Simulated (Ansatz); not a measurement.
**Energy profile**

The step: CH₄BBr ([CH3][BH][Br]) → CH₃B ([BH][CH2]) + HBr; bonds formed: Br2–H4; bonds broken: B1–Br2, C3–H4 (atoms numbered as in the saddle structure below).

```
7
angstrom
B -0.1234 -0.2678 0.7364
Br 2.3026 -0.1378 -0.2386
C -0.9015 -0.0321 -0.3985
H 1.0652 0.6885 -0.2811
H 0.2056 -0.3667 1.8606
H -1.9448 0.2413 -0.2443
H -0.6036 -0.1254 -1.4345
```

Electronic energies by CCSD(T) at an estimated basis limit (MP2 extrapolated from triple and quadruple zeta, plus CCSD(T) − MP2 in triple zeta), on PBE0-D4/def2-TZVP structures; CH$_{4}$BBr, singlet; no counterpoise correction. Computed with Ansatz 0.2.0 (basis: def2-TZVPP and def2-QZVPP); correlated methods freeze the cores. Filled d shells of the heavier atoms are correlated. The def2 sets are not built for correlating such inner shells, so the correlated values are less sure here. Extrapolation: Hartree–Fock as exp(−7.88 √X), correlation as X^−2.97.

(1) Give the profile in kcal/mol, counted from the start structure. (To be estimated.)

T1 diagnostic: at most 0.014.

Answers

(1) Computed:
```tsv
point	kcal/mol
start structure	0.00
saddle	70.54
end structure	66.48
separated: CH$_{3}$B (linked as [BH][CH2]; B1, C3, H5, H6, H7; singlet) + HBr (Br2, H4; singlet)	70.17
```

For scale, one of the runs: CCSD(T)/def2-TZVPP, 166 basis functions, launched by `ansatz run in.yaml --threads 2 --pin off --events-out ev --progress --plain --max-ram 4352MiB`. The run took 20 s on 2 CPU threads of an Intel Xeon 6975P-C (shared host), with 1.5 GiB of host memory at its peak.
